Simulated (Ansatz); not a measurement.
Consider the formal exchange of groups at the Si–Al bond: `[OH][Al]([OH])[SiH3]` + `BF` → `FB[SiH3]` + `[OH][AlH][OH]`.

Isolated molecules relaxed with PBE0-D4/def2-TZVP in Ansatz; ΔE leaves out vibrations. CCSD(T)/CBS is the MP2 limit (def2-TZVPP, def2-QZVPP) plus CCSD(T) − MP2 in def2-TZVPP, frozen cores. This one scheme is used for every species. DFT in def2-TZVPP. Each species was taken in one conformer, which may not be the lowest.

Problem. Is it downhill or uphill in electronic energy at CCSD(T)/CBS, and by how much? (An estimate is asked.)

Solution. The calculation gave: Uphill: ΔE = +0.37 eV.

Problem. What do these levels give: PBE0-D4, BHLYP-D4, revPBE, BHLYP, CAM-B3LYP, LC-ωPBE, HF/def2-SVP, MP2/def2-TZVPP, SCS-MP2/def2-TZVPP, CCSD/def2-TZVPP, SCS-MP2/def2-QZVPP, HF/CBS(def2)? (Best estimate.)

Solution. The calculation gave: PBE0-D4 0.39, BHLYP-D4 0.38, revPBE 0.36, BHLYP 0.35, CAM-B3LYP 0.33, LC-ωPBE 0.35, HF/def2-SVP 0.39, MP2/def2-TZVPP 0.39, SCS-MP2/def2-TZVPP 0.37, CCSD/def2-TZVPP 0.37, SCS-MP2/def2-QZVPP 0.37, HF/CBS(def2) 0.35 eV.

Largest T1 diagnostic among the species: 0.014.

Leaving LDA and LC-ωPBE aside and taking each functional with its dispersion term where it has one, the values, not all of them listed here, spread over 0.15 eV, from B97M-V to HSE06-D4.
